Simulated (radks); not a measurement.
Question: Dipole-allowed excitations along the series with 10 electrons in [Ne]. All-electron calculation, scalar-relativistic Kohn-Sham, exchange-only LDA, spin-unpolarised, spherical densities, finite nucleus; Fermi nuclear charge, rms radius of each element as measured or else 0.836 A^(1/3) + 0.57 fm. Program: a radial shooting solver on a logarithmic mesh with Libxc functionals. Time-dependent linear response with the Hartree and adiabatic exchange-only LDA kernel, continuum included through the Sternheimer equations, no spin-orbit coupling, so fine structure and intercombination lines are absent. Lines are the poles of the dipole polarisability below minus the highest occupied eigenvalue, found on a grid refined at the orbital gaps; the lowest seven at most are given, and weak or close lines can be missed. The first line takes the name of the lowest orbital gap if no other gap lies below it; otherwise a line is named after a gap within 0.6 % of it, if that gap stands alone.

| species | -e(HOMO) (eV) | lowest orbital gap (eV) | first line (eV) | f | strongest line (eV) | its f | static alpha (bohr^3) |
|---|---|---|---|---|---|---|---|
| Mn15+ | 1088.9 | 2p-3s 643.07 | 644.76 (2p-3s) | 0.187 | 729.79 (unassigned) | 2.59 | 0.006940 |
| Fe16+ | 1216.1 | 2p-3s 715.39 | 717.24 (2p-3s) | 0.186 | 808.39 (unassigned) | 2.66 | 0.005722 |
| Co17+ | 1350.1 | 2p-3s 791.51 | 793.54 (2p-3s) | 0.185 | 890.89 (unassigned) | 2.73 | 0.004759 |
| Ni18+ | 1491.2 | 2p-3s 871.42 | 873.64 (2p-3s) | 0.184 | 977.31 (unassigned) | 2.79 | 0.003991 |
| Zn20+ | 1794.1 | 2p-3s 1042.7 | 1045.3 (2p-3s) | 0.182 | 1162.0 (unassigned) | 2.89 | 0.002867 |

Estimate the first line of Cu19+, its oscillator strength and the static polarisability.

Answer: 957.57 eV (2p-3s), f = 0.183, alpha = 0.003372 bohr^3.
